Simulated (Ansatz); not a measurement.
`N#CC(F)Br` + H₂ → `FCBr` + `C#N` at 600 K and 1 bar (hydrogenolysis of a C–C bond).

Program: Ansatz. Geometries: PBE0-D4/def2-TZVP. ΔE: electronic, gas phase. CBS: MP2 limit from def2 TZ/QZ plus the TZ coupled-cluster correction, frozen cores. This one scheme is used for every species. For Br outer-core shells are correlated without core-valence functions, which leaves a few kJ/mol of doubt a bond. Scalar relativity is left out up to krypton.

```json
{"species": "`N#CC(F)Br`", "CCSD(T)/CBS energy (Eh)": "-2804.47033", "H − E (kJ/mol)": "117.6", "S (J/(mol·K))": "375.5"}
{"species": "H₂", "CCSD(T)/CBS energy (Eh)": "-1.17544", "H − E (kJ/mol)": "43.9", "S (J/(mol·K))": "150.8"}
{"species": "`FCBr`", "CCSD(T)/CBS energy (Eh)": "-2712.35054", "H − E (kJ/mol)": "109.9", "S (J/(mol·K))": "316.9"}
{"species": "`C#N`", "CCSD(T)/CBS energy (Eh)": "-93.32098", "H − E (kJ/mol)": "64.3", "S (J/(mol·K))": "228.4"}
```

H − E and S are ideal-gas, rigid-rotor, harmonic terms from PBE0-D4/def2-TZVP, for one conformer and one mirror image of each species. The MP2-based limit puts H₂ 0.8 mEh under its directly extrapolated value; such offsets cancel only in part. 1 Eh = 2625.50 kJ/mol, R = 8.31446 J/(mol·K).

Question: By hand: ΔE, ΔH, ΔS and ΔG.

Answer: ΔE = (-2712.35054) + (-93.32098) − (-2804.47033) − (-1.17544) = -0.02575 Eh = -67.6 kJ/mol. Δ(H − E) = 109.9 + 64.3 − 117.6 − 43.9 = 12.7, so ΔH = -54.9 kJ/mol. ΔS = 316.9 + 228.4 − 375.5 − 150.8 = 19.0 J/(mol·K). ΔG = -54.9 − 600 × (19.0)/1000 = -66.3 kJ/mol.

Question: By hand: the equilibrium constant, and the temperature at which ΔG would vanish if ΔH and ΔS stayed fixed.

Answer: log₁₀ K = −ΔG/(RT ln 10) = 5.8. ΔH and −TΔS have one sign here, so there is no such temperature.

ΔH outweighs TΔS. A doubt of 5 kJ/mol in ΔE shifts log₁₀ K by 0.4 here. Other conformers and mirror images would add mixing entropy, several J/(mol·K) or more a flexible species. These are equilibria of isolated gas molecules and say nothing of rates. Largest T1 diagnostic: 0.014 (customary marks: 0.02 for closed shells, 0.045 for open ones).
